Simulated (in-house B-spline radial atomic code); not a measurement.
A fraction x of an electron is removed from 4p in Br3+, starting from [Ar] 3d10 4s2 4p2 and keeping the highest spin. Method: scalar-relativistic (X2C) PW91, spin-polarised, spherical fractional occupations, Fermi nucleus of rms radius 4.1629 fm. Calculated with a B-spline radial code for spherical atoms.

```csv
x,E(x) - E(0) (eV),4p up level (eV)
0,0.0000,-41.005
0.02,0.8225,-41.242
0.15,6.2843,-42.787
0.26,11.0632,-44.102
0.47,20.5894,-46.628
0.5,21.9937,-46.990
0.53,23.4088,-47.353
0.68,30.6482,-49.173
0.79,36.1309,-50.514
0.94,43.8455,-52.349
1,47.0085,-53.085
```

The exact functional would give a straight line between the two integer points. Deviations E(x) - E(0) - x[E(1) - E(0)], in eV: -0.118 at x = 0.02, -0.767 at x = 0.15, -1.159 at x = 0.26, -1.505 at x = 0.47, -1.511 at x = 0.5, -1.506 at x = 0.53, -1.318 at x = 0.68, -1.006 at x = 0.79, -0.342 at x = 0.94.

The curve lies below the straight line by up to 1.511 eV (at x = 0.5): convex, the delocalisation error that favours fractional charges.

Question: How well does Slater's transition state (minus the level at half occupation) give the ionisation energy?

Answer: It gives 46.990 eV against 47.008 eV from the two total energies; NIST lists 47.78 eV, ground level to ground level.
